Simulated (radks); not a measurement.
Results of a calculation; reference values are marked as such.
Task: The nickel ion Ni0.625+, configuration [Ne] 3s2 3p(up 3, down 2.375) 3d8 4s2 (fractional occupations, a model configuration). Code: a radial shooting solver on a logarithmic mesh with Libxc functionals. Model: scalar-relativistic Kohn-Sham, r2SCAN, spin-polarised, spherical densities, finite nucleus; open shells are filled with parallel spins first; meta-GGA in the generalised Kohn-Sham scheme; Fermi nuclear charge, rms radius 3.7757 fm. Some entries of the table are withheld. Estimate them.

orbital   occ.  eigenvalue (eV)  <1/r> (bohr^-1)
1s up        1        -8252.087            28.09
1s down      1        -8251.583            28.09
2s up        1        -1004.142            6.087
2s down      1        -1002.422            6.092
2p up        3        -864.0056            5.958
2p down      3        -862.3732            5.962
3s up        1              (1)            1.931
3s down      1              (2)            1.919
3p up        3         -85.9260              (3)
3p down  2.375         -81.5333              (4)
3d up        5         -20.3988              (5)
3d down      3         -16.6018              (6)
4s up        1         -11.7385           0.5217
4s down      1         -11.3291           0.5041

Result: 
(1) 3s up eigenvalue (eV): -127.2566
(2) 3s down eigenvalue (eV): -122.7592
(3) 3p up <1/r> (bohr^-1): 1.785
(4) 3p down <1/r> (bohr^-1): 1.771
(5) 3d up <1/r> (bohr^-1): 1.430
(6) 3d down <1/r> (bohr^-1): 1.388
